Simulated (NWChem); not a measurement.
System: C₄H₅Cl; SMILES C=C=CCCl

```xyz
10

C      0.5219    -2.8408     0.1742
C     -0.0142    -1.7006    -0.1695
C     -0.5579    -0.5557    -0.5033
C     -0.7084     0.5862     0.4538
Cl     0.2864     2.0379    -0.0655
H      1.5881    -3.0245     0.0556
H     -0.0747    -3.6512     0.5889
H     -0.9270    -0.4023    -1.5169
H     -1.7374     0.9496     0.4937
H     -0.3718     0.3218     1.4560
```
Atoms are numbered in this order, from 1.

Computed with NWChem. Pople sets run with spherical d functions. The geometry was optimised at B3LYP/6-31G* (spherical d). Vzz is the largest principal value of the second derivative of the potential at the nucleus (NWChem prints the opposite sign); η is the asymmetry. Non-relativistic.

```json
[
 {"level": "PBE0/6-31G*", "Vzz Cl5 (a.u.)": "3.654", "η Cl5": "0.03"},
 {"level": "PBE0/def2-TZVP", "Vzz Cl5 (a.u.)": "3.971", "η Cl5": "0.03"},
 {"level": "CAM-B3LYP/6-31G*", "Vzz Cl5 (a.u.)": "3.649", "η Cl5": "0.02"}
]
```
